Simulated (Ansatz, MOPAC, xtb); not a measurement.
Spectroscopic constants of CS+, multiplicity 2 (lowest of 2S+1 = 2, 4 at CCSD(T)/def2-TZVPP on PBE0 minima; our sources give no spin for the ground state, which may be another). The T1 diagnostic near the minimum is 0.091, so single-reference values are doubtful.

Constants: fifth-degree fit in 1/R to seven points, most abundant isotopes. In def2 and cc sets the state is the lowest found near the PBE0 minimum, followed along R.

Codes used: Ansatz (an electronic-structure program) with Gaussian orbitals; MOPAC for PM6 (differences of heats of formation); xtb for the GFN methods. Values without a source in brackets are computed. The GFN methods have no spin term and hold the electronic entropy of 300 K.

| level | r_e (Å) | ω_e (cm⁻¹) | B_e (cm⁻¹) | ω_e x_e (cm⁻¹) |
|---|---|---|---|---|
| PM6 | 1.419 | 1282 | 0.959 | 5.8 |
| GFN1-xTB | 1.489 | 1545 | 0.871 | 8.3 |
| GFN2-xTB | 1.484 | 1508 | 0.878 | 9.3 |
| SVWN5/def2-TZVPP | 1.489 | 1408 | 0.871 | 7.5 |
| PBE/def2-TZVPP | 1.499 | 1378 | 0.860 | 7.7 |
| B97M-V/def2-TZVPP | 1.484 | 1433 | 0.877 | 8.1 |
| B3LYP/def2-TZVPP | 1.486 | 1417 | 0.875 | 8.1 |
| wB97X-V/def2-TZVPP | 1.478 | 1472 | 0.884 | 8.0 |
| wB97M-V/def2-TZVPP | 1.478 | 1463 | 0.884 | 7.9 |

The state that PM6 reach isn't checked.
